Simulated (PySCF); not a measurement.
Species: C₈H₁₀.
Structure used (GFN2-xTB), in Å, numbered top down from 1:
```xyz
18
C8H10 angstrom
C     -1.324    2.329   -0.942
C     -0.957    1.384   -0.307
C     -0.482    0.228    0.439
C      0.976    0.239    0.437
C      2.173    0.242    0.390
C      3.619    0.249    0.354
C     -1.008   -1.082   -0.178
C     -2.527   -1.171   -0.104
H     -1.653    3.162   -1.489
H     -0.839    0.308    1.476
H      3.992    1.242    0.607
H      4.017   -0.471    1.069
H      3.967   -0.015   -0.644
H     -0.558   -1.922    0.357
H     -0.685   -1.134   -1.220
H     -2.865   -1.145    0.931
H     -2.874   -2.099   -0.554
H     -2.981   -0.337   -0.635
```

A PySCF run (density fitting, gas phase, GFN2-xTB geometry) gave HOMO -5.31 eV, LUMO 4.44 eV, dipole 0.60 D.

Task: Which of these levels was it?
A. PBE0/def2-SVPD
B. PBE0/pcSseg-1
C. B97-2/STO-3G

Result: C. It is B97-2/STO-3G. All candidates on this geometry:

```tsv
level and settings	kind	basis functions	SCF cycles	E (Eh)	HOMO (eV)	LUMO (eV)	dipole (D)
PBE0/def2-SVPD	global hybrid	240	15	-310.1376	-7.28	0.62	0.78
PBE0/pcSseg-1	global hybrid	186	15	-310.3112	-7.27	0.95	0.77
B97-2/STO-3G, energy threshold 1e-07 Eh	global hybrid	50	8	-306.9198	-5.31	4.44	0.60
```

The nearest other candidate, by the summed differences of HOMO and LUMO, is PBE0/pcSseg-1: its HOMO differs by -1.96 eV and its LUMO by -3.49 eV. Cycle counts include a coarse-grid stage where the run had one.
